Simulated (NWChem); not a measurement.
Program: NWChem. System: In, charge 0, spin multiplicity 2. Its SCF solution wasn't tested for a lower state. Level: UPBE/def2-SVP with def2 effective core potentials on In.

Job file:

```
start mol
memory heap 200 mb stack 900 mb global 1100 mb
geometry units angstroms nocenter noautoz
  In     0.000000     0.000000     0.000000
  symmetry group D2h
end
basis spherical
  * library def2-svp
end
ecp
  In library def2-ecp
end
dft
  xc xpbe96 cpbe96
  odft
  mult 2
  semidirect memsize 60000000 filesize 0
  iterations 100
end
task dft energy
```

Part of the output:

```
             Northwest Computational Chemistry Package (NWChem) 7.3.0
             --------------------------------------------------------

                                NWChem Input Module
                                -------------------

 Scaling coordinates for geometry "geometry" by  1.889725989
 (inverse scale =  0.529177249)

                             Geometry "geometry" -> ""
                             -------------------------

 Output coordinates in angstroms (scale by  1.889725989 to convert to a.u.)

  No.       Tag          Charge          X              Y              Z
 ---- ---------------- ---------- -------------- -------------- --------------
    1 In                  49.0000     0.00000000     0.00000000     0.00000000

 Effective nuclear repulsion energy (a.u.)       0.0000000000

            Nuclear Dipole moment (a.u.)
            ----------------------------
        X                 Y               Z
 ---------------- ---------------- ----------------
     0.0000000000     0.0000000000     0.0000000000

      Symmetry information
      --------------------

 Group name             D2h
 Group number             26
 Group order               8
 No. of unique centers     1

      Symmetry unique atoms

     1


 Summary of "ao basis" -> "" (spherical)
 ------------------------------------------------------------------------------
       Tag                 Description            Shells   Functions and Types
 ---------------- ------------------------------  ------  ---------------------
 *                          def2-svp                  on all atoms

 Summary of "ao basis" -> "ao basis" (spherical)
 ------------------------------------------------------------------------------
       Tag                 Description            Shells   Functions and Types
 ---------------- ------------------------------  ------  ---------------------
 In                         def2-svp                10       26   4s4p2d

 Summary of "ao basis" -> "ao basis" (spherical)
 ------------------------------------------------------------------------------
[...]
   Bfn.  Coefficient  Atom+Function         Bfn.  Coefficient  Atom+Function
  ----- ------------  ---------------      ----- ------------  ---------------
     3      2.142968  1 In s                  4     -1.922525  1 In s
     1     -0.472085  1 In s                  2      0.174753  1 In s
    26      0.025728  1 In d  2

                     DFT Final Beta Molecular Orbital Analysis
                     -----------------------------------------

 Vector    8  Occ=1.000000D+00  E=-6.710909D-01  Symmetry=b1g
              MO Center=  2.0D-16, -1.2D-32, -5.5D-38, r^2= 4.7D-01
   Bfn.  Coefficient  Atom+Function         Bfn.  Coefficient  Atom+Function
  ----- ------------  ---------------      ----- ------------  ---------------
    17      0.966690  1 In d -2              22      0.087897  1 In d -2

 Vector    9  Occ=1.000000D+00  E=-6.675277D-01  Symmetry=ag
              MO Center= -4.8D-15,  5.0D-14, -1.2D-15, r^2= 4.7D-01
   Bfn.  Coefficient  Atom+Function         Bfn.  Coefficient  Atom+Function
  ----- ------------  ---------------      ----- ------------  ---------------
    21      0.837244  1 In d  2              19      0.483383  1 In d  0
    26      0.075345  1 In d  2              24      0.043500  1 In d  0
     3      0.031250  1 In s

 Vector   10  Occ=1.000000D+00  E=-2.895269D-01  Symmetry=ag
              MO Center=  5.6D-15,  4.2D-15,  9.5D-16, r^2= 2.1D+00
   Bfn.  Coefficient  Atom+Function         Bfn.  Coefficient  Atom+Function
  ----- ------------  ---------------      ----- ------------  ---------------
     3      0.844193  1 In s                  1     -0.502100  1 In s
     4      0.372379  1 In s                  2      0.118103  1 In s
    21     -0.030921  1 In d  2

 Vector   11  Occ=0.000000D+00  E=-8.274105D-02  Symmetry=b3u
              MO Center= -8.1D-16, -2.8D-27,  4.2D-30, r^2= 4.2D+00
   Bfn.  Coefficient  Atom+Function         Bfn.  Coefficient  Atom+Function
  ----- ------------  ---------------      ----- ------------  ---------------
    14      0.572154  1 In px                11      0.564574  1 In px
     8     -0.154791  1 In px                 5     -0.142705  1 In px

 Vector   12  Occ=0.000000D+00  E=-8.274105D-02  Symmetry=b1u
              MO Center=  1.4D-30, -4.5D-29,  2.4D-16, r^2= 4.2D+00
   Bfn.  Coefficient  Atom+Function         Bfn.  Coefficient  Atom+Function
  ----- ------------  ---------------      ----- ------------  ---------------
    16      0.572154  1 In pz                13      0.564574  1 In pz
    10     -0.154791  1 In pz                 7     -0.142705  1 In pz

 Vector   13  Occ=0.000000D+00  E=-5.931381D-02  Symmetry=b2u
              MO Center= -5.9D-16, -4.8D-14, -4.5D-16, r^2= 4.4D+00
   Bfn.  Coefficient  Atom+Function         Bfn.  Coefficient  Atom+Function
  ----- ------------  ---------------      ----- ------------  ---------------
    15      0.612176  1 In py                12      0.520732  1 In py
     9     -0.147895  1 In py                 6     -0.135787  1 In py

   alpha - beta orbital overlaps
   -----------------------------

   alpha      1      2      3      4      5      6      7      8      9     10
    beta      1      2      3      4      5      6      7      8      9     10
 overlap   1.000  1.000  1.000  1.000  1.000  1.000  1.000  1.000  1.000  0.999

   alpha     11     12     13     14     15     16     17     18     19     20
    beta     13     11     12     14     17     15     16     20     21     22
 overlap   1.000  1.000  1.000  0.999  1.000  1.000  1.000  1.000  1.000  0.999

   alpha     21     22     23     24     25     26
    beta     18     19     23     24     25     26
 overlap   1.000  1.000  1.000  1.000  1.000  1.000

     --------------------------
     Expectation value of S2:
     --------------------------
      <S2> =      0.7516 (Exact =     0.7500)

 Task  times  cpu:        0.5s     wall:        0.5s

 Total times  cpu:        0.5s     wall:        0.5s
```
